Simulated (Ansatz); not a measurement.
Here is a job for Ansatz (an electronic-structure program).
Ansatz 0.2 input:
```yaml
crystal:
  periodic: [false, false, false]
  atoms:
    - {symbol: Sb, position_ang: [0.48437488, -0.14074905, 0.02308116]}
    - {symbol: Br, position_ang: [-0.13874346, -2.90734237, 0.00130489]}
    - {symbol: Br, position_ang: [1.43832259, 2.52971228, 0.06062194]}
    - {symbol: Br, position_ang: [-2.00538253, 0.58272157, -0.09555938]}
basis:
  gaussian:
    orbitals: def2-TZVP
hamiltonian:
  xc: {name: SVWN5}
total_charge: -1
magnetization: {spin_polarized: true, initial_magnetization: 1}
```

**Question.** What does this run give for the number of basis functions, <S^2>, total energy?

**Answer.** 
- number of basis functions: 194
- <S^2>: 0.751
- total energy: -7951.9533 Eh

A gas-phase anion may not be bound at this level; its values then depend on the basis.
